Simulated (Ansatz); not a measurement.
The same path of CH$_{7}$F$_{2}$NSi$_{2}$ (13 atoms, charge 0, multiplicity 1) was run twice with different band settings. The coordinate that changes most is the height of N1 over the plane of its neighbours.

All numbers below come from RKS BHLYP-D4/def2-SVP in Ansatz.

Relaxed end points:

```xyz
13
Properties=species:S:1:pos:R:3
N -1.900 -0.513 -1.534
C -0.715 0.199 -1.075
Si 0.132 -0.599 0.401
F -1.034 -0.847 1.511
Si 1.782 0.762 1.362
F 1.210 2.281 1.304
H -1.670 -1.444 -1.852
H -2.568 -0.617 -0.784
H -0.991 1.225 -0.807
H -0.005 0.304 -1.904
H 0.666 -1.937 0.047
H 2.078 0.430 2.772
H 3.036 0.722 0.575
```

```xyz
13
Properties=species:S:1:pos:R:3
N -1.903 -0.637 -1.361
C -0.863 0.198 -0.794
Si 0.086 -0.689 0.554
F -0.873 -0.966 1.832
Si 1.851 0.687 1.258
F 1.328 2.215 1.069
H -1.514 -1.415 -1.873
H -2.486 -0.121 -2.003
H -1.317 1.070 -0.309
H -0.139 0.614 -1.519
H 0.571 -2.007 0.078
H 2.225 0.495 2.675
H 3.054 0.520 0.408
```

Common settings: movable images 5; climbing image yes; optimiser quadratic models (default); start path IDPP; force threshold 0.05 eV/Å; iteration limit 60; end points relaxed.

| run | spring |
| --- | --- |
| 1 | 5.0 eV/Å² |
| 2 | 0.1 eV/Å² |

Q: What does each run give, and how far can it be trusted?

A: Run 1: converged after 5 iterations, highest image 0.193 eV above the first end. A vibrational analysis at the climbing image gives one clearly imaginary mode, 655i cm⁻¹: a first-order saddle point.
Run 2: converged after 6 iterations, highest image 0.192 eV above the first end. Another band between the same ends (5 images) ends at a top of the same energy, where a vibrational analysis finds 1 clearly imaginary mode.
